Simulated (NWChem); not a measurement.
C2H6BFO; SMILES OB(CC)F

```xyz
11

B      0.0037     0.6286     0.0000
F     -0.6703     1.7845     0.0000
C     -0.8000    -0.7323     0.0000
C      0.0477    -2.0141     0.0000
H     -1.4740    -0.7251    -0.8694
H     -1.4740    -0.7251     0.8694
H      0.6929    -2.0715     0.8868
H      0.6929    -2.0715    -0.8868
H     -0.5740    -2.9160     0.0000
O      1.3589     0.7387     0.0000
H      1.7930    -0.1258     0.0000
```
Atoms are numbered in this order, from 1.

All runs: NWChem. Coordinates come from a B3LYP/6-31G* (spherical d) optimisation. B3LYP is NWChem's, with the RPA form of VWN correlation.

### Question
Predict the results for B3LYP/def2-TZVP. Quantities: highest occupied level (eV); orbital gap (eV); dipole (D).

### Answer
* **highest occupied level (eV)**: -8.84
* **orbital gap (eV)**: 8.98
* **dipole (D)**: 2.85
